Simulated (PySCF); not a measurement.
C$_{2}$H$_{8}$N$_{2}$Si, singlet, at a GFN2-xTB geometry; PBE0/6-31G, polarisability by finite fields (PySCF).

The PySCF input:
```python
from pyscf import gto, scf, dft

mol = gto.M(
    atom='''
Si    0.37915347    0.33537799   -0.36480297
N     1.21404173   -0.90614986   -1.22283472
N     1.16503675    0.75141319    1.12438901
C    -1.38680365   -0.31450258   -0.18829205
C    -2.13022421   -0.19369430    0.89932881
H     0.44432253    1.55623253   -1.16987100
H     1.02248576   -1.87137463   -1.01066914
H     2.19702578   -0.78205160   -1.39857889
H     1.32103910    0.02594410    1.80728622
H     0.87581198    1.59361999    1.59447809
H    -1.82128433   -0.80942995   -1.04810618
H    -3.14172988   -0.56774343    0.96714026
H    -1.75720160    0.29184929    1.78846180
''',
    basis='6-31g',
    verbose=4,
)

mf = dft.RKS(mol)
mf.xc = 'pbe0'
mf.conv_tol = 1e-11
mf.kernel()
h0, z, done = mf.get_hcore(), mol.intor('int1e_r')[2], []
def energy(F):
    f = mf.copy()
    f.scf_summary = {}
    f.get_hcore = lambda *a: h0 + F * z
    e = f.kernel(mf.make_rdm1())
    done.append(f.converged)
    return e
F = 0.001
alpha = -(energy(F) + energy(-F) - 2 * mf.e_tot) / F**2
print('alpha_zz =', alpha)
```

What the program printed (banner, timings and long lists left out):

```
PySCF version 2.14.0

[INPUT] verbose = 4
[INPUT] num. atoms = 13
[INPUT] num. electrons = 48
[INPUT] charge = 0
[INPUT] spin (= nelec alpha-beta = 2S) = 0
[INPUT] symmetry False subgroup None
[INPUT] Mole.unit = angstrom
[INPUT] Symbol           X                Y                Z      unit          X                Y                Z       unit  Magmom
[...]
nuclear repulsion = 228.862730361171
number of shells = 43
number of NR pGTOs = 166
number of NR cGTOs = 65
basis = 6-31g
ecp = {}

******** <class 'pyscf.dft.rks.RKS'> ********
method = RKS
initial guess = minao
damping factor = 0
level_shift factor = 0
DIIS = <class 'pyscf.scf.diis.CDIIS'>
diis_start_cycle = 1
diis_space = 8
diis_damp = 0
SCF conv_tol = 1e-11
SCF conv_tol_grad = None
SCF max_cycles = 50
direct_scf = True
direct_scf_tol = 1e-13
XC library pyscf.dft.libxc version 7.1.2
    S. Lehtola, C. Steigemann, M. J. T. Oliveira, and M. A. L. Marques,  SoftwareX 7, 1–5 (2018)
XC functionals = pbe0
    C. Adamo and V. Barone,  J. Chem. Phys. 110, 6158 (1999)
    M. Ernzerhof and G. E. Scuseria,  J. Chem. Phys. 110, 5029 (1999)
radial grids:
    Treutler-Ahlrichs [JCP 102, 346 (1995); DOI:10.1063/1.469408] (M4) radial grids

becke partition: Becke, JCP 88, 2547 (1988); DOI:10.1063/1.454033
pruning grids: <function nwchem_prune>
grids dens level: 3
symmetrized grids: False
atomic radii adjust function: <function treutler_atomic_radii_adjust>
small_rho_cutoff = 0
Set gradient conv threshold to 3.16228e-06
Initial guess from minao.
tot grids = 153688
init E= -479.984078377324
[...]
cycle= 1 E= -479.504234532044  delta_E= 0.48  |g|= 0.581  |ddm|= 3.23
[...]
cycle= 2 E= -479.467851695478  delta_E= 0.0364  |g|= 0.71  |ddm|=  1.2
[...]
cycle= 3 E= -479.583318587563  delta_E= -0.115  |g|= 0.0563  |ddm|= 0.687
[...]
cycle= 4 E= -479.584084682637  delta_E= -0.000766  |g|= 0.0189  |ddm|= 0.0798
[...]
cycle= 5 E= -479.584184450186  delta_E= -9.98e-05  |g|= 0.00335  |ddm|= 0.0228
[...]
cycle= 6 E= -479.584186556862  delta_E= -2.11e-06  |g|= 0.00222  |ddm|= 0.0054
[...]
cycle= 7 E= -479.584187893829  delta_E= -1.34e-06  |g|= 0.000142  |ddm|= 0.00218
[...]
cycle= 8 E= -479.584187902358  delta_E= -8.53e-09  |g|= 1.8e-05  |ddm|= 0.000346
[...]
cycle= 9 E= -479.584187902472  delta_E= -1.14e-10  |g|= 8.93e-06  |ddm|= 4.68e-05
[...]
cycle= 10 E= -479.584187902489  delta_E= -1.67e-11  |g|= 3.95e-06  |ddm|= 1.4e-05
[...]
cycle= 11 E= -479.584187902493  delta_E= -4.21e-12  |g|= 6.3e-07  |ddm|= 4.52e-06
[...]
Extra cycle  E= -479.584187902492  delta_E= 1.14e-12  |g|= 7.7e-07  |ddm|= 1.99e-06
converged SCF energy = -479.584187902492

******** <class 'pyscf.dft.rks.RKS'> ********
method = RKS
initial guess = minao
damping factor = 0
level_shift factor = 0
DIIS = <class 'pyscf.scf.diis.CDIIS'>
diis_start_cycle = 1
diis_space = 8
diis_damp = 0
SCF conv_tol = 1e-11
SCF conv_tol_grad = None
SCF max_cycles = 50
direct_scf = True
direct_scf_tol = 1e-13
XC library pyscf.dft.libxc version 7.1.2
    S. Lehtola, C. Steigemann, M. J. T. Oliveira, and M. A. L. Marques,  SoftwareX 7, 1–5 (2018)
XC functionals = pbe0
    C. Adamo and V. Barone,  J. Chem. Phys. 110, 6158 (1999)
    M. Ernzerhof and G. E. Scuseria,  J. Chem. Phys. 110, 5029 (1999)
radial grids:
    Treutler-Ahlrichs [JCP 102, 346 (1995); DOI:10.1063/1.469408] (M4) radial grids

becke partition: Becke, JCP 88, 2547 (1988); DOI:10.1063/1.454033
pruning grids: <function nwchem_prune>
grids dens level: 3
symmetrized grids: False
atomic radii adjust function: <function treutler_atomic_radii_adjust>
small_rho_cutoff = 0
Overwritten attributes  get_hcore  of <class 'pyscf.dft.rks.RKS'>
Set gradient conv threshold to 3.16228e-06
init E= -479.5849338254
[...]
cycle= 1 E= -479.584950946922  delta_E= -1.71e-05  |g|= 0.00569  |ddm|= 0.034
[...]
cycle= 2 E= -479.584935001768  delta_E= 1.59e-05  |g|= 0.00982  |ddm|= 0.0192
[...]
cycle= 3 E= -479.584961538788  delta_E= -2.65e-05  |g|= 0.0005  |ddm|= 0.00946
[...]
cycle= 4 E= -479.584961620038  delta_E= -8.12e-08  |g|= 0.000221  |ddm|= 0.0012
[...]
cycle= 5 E= -479.584961631555  delta_E= -1.15e-08  |g|= 2.6e-05  |ddm|= 0.000211
[...]
cycle= 6 E= -479.584961631703  delta_E= -1.48e-10  |g|= 1.04e-05  |ddm|= 4.08e-05
[...]
cycle= 7 E= -479.584961631736  delta_E= -3.29e-11  |g|= 1.99e-06  |ddm|= 1.31e-05
[...]
cycle= 8 E= -479.584961631734  delta_E= 2.16e-12  |g|= 1e-06  |ddm|= 3.1e-06
[...]
Extra cycle  E= -479.584961631734  delta_E= -3.41e-13  |g|= 1.37e-06  |ddm|= 2.17e-06
converged SCF energy = -479.584961631734

******** <class 'pyscf.dft.rks.RKS'> ********
method = RKS
initial guess = minao
damping factor = 0
level_shift factor = 0
DIIS = <class 'pyscf.scf.diis.CDIIS'>
diis_start_cycle = 1
diis_space = 8
diis_damp = 0
SCF conv_tol = 1e-11
SCF conv_tol_grad = None
SCF max_cycles = 50
direct_scf = True
direct_scf_tol = 1e-13
XC library pyscf.dft.libxc version 7.1.2
    S. Lehtola, C. Steigemann, M. J. T. Oliveira, and M. A. L. Marques,  SoftwareX 7, 1–5 (2018)
XC functionals = pbe0
    C. Adamo and V. Barone,  J. Chem. Phys. 110, 6158 (1999)
    M. Ernzerhof and G. E. Scuseria,  J. Chem. Phys. 110, 5029 (1999)
radial grids:
    Treutler-Ahlrichs [JCP 102, 346 (1995); DOI:10.1063/1.469408] (M4) radial grids

becke partition: Becke, JCP 88, 2547 (1988); DOI:10.1063/1.454033
pruning grids: <function nwchem_prune>
grids dens level: 3
symmetrized grids: False
atomic radii adjust function: <function treutler_atomic_radii_adjust>
small_rho_cutoff = 0
Set gradient conv threshold to 3.16228e-06
init E= -479.58344197959
[...]
cycle= 1 E= -479.583459092666  delta_E= -1.71e-05  |g|= 0.0057  |ddm|= 0.0341
[...]
cycle= 2 E= -479.583443106974  delta_E= 1.6e-05  |g|= 0.00983  |ddm|= 0.0192
[...]
cycle= 3 E= -479.583469716087  delta_E= -2.66e-05  |g|= 0.000501  |ddm|= 0.00948
[...]
cycle= 4 E= -479.583469797481  delta_E= -8.14e-08  |g|= 0.000223  |ddm|= 0.00121
[...]
cycle= 5 E= -479.583469809195  delta_E= -1.17e-08  |g|= 2.55e-05  |ddm|= 0.000213
[...]
cycle= 6 E= -479.583469809341  delta_E= -1.46e-10  |g|= 1.04e-05  |ddm|= 4.08e-05
[...]
cycle= 7 E= -479.583469809373  delta_E= -3.21e-11  |g|= 2.02e-06  |ddm|= 1.3e-05
[...]
cycle= 8 E= -479.583469809371  delta_E= 2.39e-12  |g|= 9.96e-07  |ddm|= 3.13e-06
[...]
Extra cycle  E= -479.58346980937  delta_E= 1.02e-12  |g|= 1.36e-06  |ddm|= 2.15e-06
converged SCF energy = -479.58346980937
alpha_zz = 55.63612080550229
```
